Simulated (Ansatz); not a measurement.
C₂H₅FO₂Si (`O=C[SiH](O)CF`) at its PBE0-D4/def2-TZVP geometry, where that method's forces vanish. Total charge 0; spin multiplicity 1.

```xyz
11

O     1.2789   -2.1455   -0.2005
C     0.7130   -1.2860   -0.8393
Si   -0.5926   -0.2263    0.0936
O    -0.5930   -0.8421    1.6099
C    -0.0555    1.5860    0.1054
F    -0.0434    2.0455   -1.2110
H     0.9734   -1.1446   -1.9113
H    -1.9176   -0.3378   -0.5668
H     0.0295   -1.5724    1.7100
H    -0.7408    2.2128    0.6850
H     0.9480    1.7104    0.5250
```

Q: What forces (eV/Å) does r2SCAN-D4/def2-TZVPP give on these atoms in Ansatz 0.2.0? (Best estimate.)

A: Computed: 
```
O1   0.217 -0.334  0.257
C2  -0.226  0.322 -0.202
Si3 -0.030 -0.016 -0.040
O4  -0.016  0.002  0.052
C5  -0.007 -0.118  0.343
F6  -0.002  0.109 -0.347
H7   0.030  0.005 -0.082
H8   0.010  0.017  0.002
H9   0.017 -0.021  0.006
H10  0.006  0.020  0.008
H11  0.003  0.013  0.005
```
